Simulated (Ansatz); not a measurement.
Relaxation of Ge3⁺ with UKS PBE0-D4/def2-TZVP.

```sh
$ ansatz run in.yaml --threads 4 --pin off --events-out ev --progress --plain --max-ram 3916MiB
```

```yaml
crystal:
  periodic: [false, false, false]
  atoms:
    - {symbol: Ge, position_ang: [1.199690, -0.028880, 0.206170]}
    - {symbol: Ge, position_ang: [-0.812170, 0.443760, 1.189180]}
    - {symbol: Ge, position_ang: [-0.387520, -0.414880, -1.395340]}
basis:
  gaussian: {orbitals: def2-TZVP}
total_charge: 1
magnetization: {spin_polarized: true, initial_magnetization: 1}
hamiltonian: {xc: pbe0, dispersion: d4}
scf: {lower_state_search: "off"}
output: {orbitals: {seedname: orbitals}}
relax: {f_tol: 0.02, max_steps: 100}
```

It took 23 s on 4 threads of Arm Neoverse V1 on a shared host.

Positions (Å) and forces (eV/Å) at steps 1, 2, 3, 4, 5, 6 of 6:

```xyz
3
step=1 energy=-169524.6301 eV
Ge    1.200   -0.029    0.206    1.364   -0.032    0.238
Ge   -0.812    0.444    1.189   -0.748    0.153    0.294
Ge   -0.388   -0.415   -1.395   -0.617   -0.121   -0.532
3
step=2 energy=-169524.7004 eV
Ge    1.250   -0.030    0.215    0.503   -0.012    0.088
Ge   -0.837    0.444    1.183   -0.253    0.011   -0.028
Ge   -0.413   -0.414   -1.398   -0.250    0.000   -0.061
3
step=3 energy=-169524.6597 eV rejected
Ge    1.388   -0.033    0.239   -0.254    0.006   -0.044
Ge   -0.883    0.399    1.032    0.023    0.208    0.657
Ge   -0.505   -0.366   -1.271    0.231   -0.214   -0.613
3
step=4 energy=-169524.7246 eV
Ge    1.323   -0.032    0.228    0.066   -0.001    0.012
Ge   -0.862    0.422    1.110   -0.052    0.041    0.114
Ge   -0.460   -0.391   -1.337   -0.014   -0.039   -0.126
3
step=5 energy=-169524.7249 eV
Ge    1.319   -0.031    0.228   -0.128    0.002   -0.025
Ge   -0.864    0.431    1.137    0.080   -0.038   -0.098
Ge   -0.455   -0.400   -1.364    0.048    0.036    0.124
3
step=6 energy=-169524.7265 eV
Ge    1.317   -0.032    0.227    0.003    0.000    0.000
Ge   -0.862    0.428    1.126   -0.003    0.001    0.004
Ge   -0.455   -0.396   -1.353   -0.001   -0.001   -0.004
```

The charge 1 doublet is spin-contaminated (final ⟨S²⟩ up to 1.32, 0.75 for a pure state). The relaxation made no stability test and no search for a lower SCF solution. The structure comes from a short search, and lower isomers may exist.
